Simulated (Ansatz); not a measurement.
Calculated with Ansatz (gas phase, PBE0-D4/def2-TZVP geometries, no zero-point term in ΔE). CCSD(T)/CBS is the MP2 limit (def2-TZVPP, def2-QZVPP) plus CCSD(T) − MP2 in def2-TZVPP, frozen cores. Functionals use def2-TZVPP. For Ge outer-core shells are correlated without core-valence functions, which leaves a few kJ/mol of doubt a bond. Scalar relativity is left out up to krypton. Each species was taken in one conformer, which may not be the lowest.

Reaction (isomerisation): `N=C[SiH2][GeH2][F]` → `[F][GeH2]/[N]=C/[SiH3]`

`N=C[SiH2][GeH2][F]`:

Z-matrix (Å, degrees):
```
Si
C 1 1.900
Ge 1 2.389 2 108.4
H 1 1.488 2 110.7 3 120.3
H 1 1.488 2 110.1 3 -120.0
N 2 1.267 1 127.1 3 25.9
H 2 1.098 1 116.8 3 -155.1
F 3 1.761 1 103.9 2 -39.6
H 3 1.538 1 116.2 2 -154.9
H 3 1.538 1 114.6 2 74.3
H 6 1.023 2 112.5 1 -1.1
```

`[F][GeH2]/[N]=C/[SiH3]`:

Z-matrix (Å, degrees):
```
Ge
N 1 1.846
F 1 1.749 2 108.7
H 1 1.531 2 109.8 3 116.4
H 1 1.531 2 109.8 3 -116.4
C 2 1.269 1 121.2 3 0.0
Si 6 1.896 2 120.0 1 180.0
H 6 1.104 2 122.1 1 0.0
H 7 1.488 6 108.8 2 121.3
H 7 1.488 6 108.8 2 -121.1
H 7 1.481 6 109.5 2 0.1
```

```
                 species  PBE0-D4 energy (Eh)
    `N=C[SiH2][GeH2][F]`          -2562.31706
`[F][GeH2]/[N]=C/[SiH3]`          -2562.31375
```

Q: Work out ΔE.

A: ΔE = (-2562.31375) − (-2562.31706) = 0.00331 Eh = +8.7 kJ/mol. CCSD(T)/CBS gives -2.8 kJ/mol.

Largest T1 diagnostic among the species: 0.013.

From PBE to PBE0 (25 % exact exchange), in def2-TZVPP and without D4, ΔE moves by −3.2 kJ/mol. In def2-TZVPP, CCSD(T) changes the Hartree–Fock value by +14.7 kJ/mol (the triples alone add +0.9 kJ/mol) and MP2 by +7.9 kJ/mol.
